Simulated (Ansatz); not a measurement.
The same path of ClHOZn + H2 (6 atoms, charge 0, multiplicity 1) was run 3 times with different band settings. Lost on the way: Zn1–Cl2, H5–H6. Made: Zn1–H5, Cl2–H6.

Level of theory: RKS PBE/def2-SVP in Ansatz 0.2.0.

Relaxed end points:

```xyz
6
Properties=species:S:1:pos:R:3
Zn 0.303 -0.101 0.341
Cl 1.024 0.176 2.305
O -0.348 -0.304 -1.312
H 0.329 -0.575 -1.959
H -2.127 -0.418 0.346
H -2.157 -0.282 1.105
```

```xyz
6
Properties=species:S:1:pos:R:3
Zn -1.127 -0.359 -0.474
Cl 0.377 0.051 2.131
O 0.032 -0.402 -1.829
H 0.955 -0.380 -1.518
H -2.294 -0.343 0.528
H -0.920 -0.071 1.988
```

Common settings: optimiser quadratic models (default); start path through a guess of the saddle point; force threshold 0.03 eV/Å; iteration limit 60; end points relaxed.

| run | movable images | climbing image | spring |
| --- | --- | --- | --- |
| 1 | 7 | yes | 5.0 eV/Å² |
| 2 | 7 | yes | 50.0 eV/Å² |
| 3 | 8 | no | 5.0 eV/Å² |

(1) What does each run give, and how far can it be trusted?

## Answers

(1) Run 1: converged after 13 iterations, highest image 1.175 eV above the first end. A vibrational analysis at the climbing image gives one clearly imaginary mode, 640i cm⁻¹: a first-order saddle point.
Run 2: converged after 12 iterations, highest image 1.175 eV above the first end. Another band between the same ends (7 images) ends at a top of the same energy, where a vibrational analysis finds 1 clearly imaginary mode.
Run 3: converged after 13 iterations, highest image 1.114 eV above the first end. No image climbed, so the highest image needn't sit at the top of the path.
The orbitals stay closed-shell, which can raise the energy where a bond breaks towards radicals; this wasn't checked here.
